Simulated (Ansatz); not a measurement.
Be2Se3, relaxed as a singlet with RKS r2SCAN-D4/def2-SVP in Ansatz, starting from the GFN2-xTB geometry. Force threshold 0.02 eV/Å.

The structure comes from a short search, and lower isomers may exist.

Start:

| atom | x (Å) | y (Å) | z (Å) |
| --- | --- | --- | --- |
| Be1 | 0.1766 | -0.7716 | 0.5725 |
| Be2 | -0.7533 | 1.4293 | -1.4580 |
| Se3 | 1.0385 | 0.4974 | -1.0413 |
| Se4 | -0.4823 | 1.3536 | 0.5853 |
| Se5 | 0.0205 | -2.5087 | 1.3415 |

Q: Estimate the energy that the relaxation releases and the steps that it takes.

A: 339.2 kJ/mol, in 19 steps; 41 s on 4 threads of Arm Neoverse V1 on a shared host. No frequencies were taken in this run, so the end may be a saddle point.

Q: Does the start keep its bonding and symmetry?

A: Bonds lost: Be1–Se3, Se3–Se4 (atoms count from 1). Bonds formed: Se3–Se5 (atoms count from 1). The end is the same structure that another start reached, the lowest one found. Point group Cs at the start, C2v at the end, both within 0.05 Å.

Q: Predict the relaxed structure.

A: 
```tsv
atom	x (Å)	y (Å)	z (Å)
Be1	-0.7422	-0.3766	0.9319
Be2	0.1075	1.0509	-0.6673
Se3	1.4831	-0.3372	-1.2758
Se4	-1.4305	1.5138	0.5913
Se5	0.5821	-1.8510	0.4200
```
Bond lengths (bridged metal pairs left out): 4 × Be–Se 2.04 to 2.05 Å; 1 × Se–Se 2.45 Å.
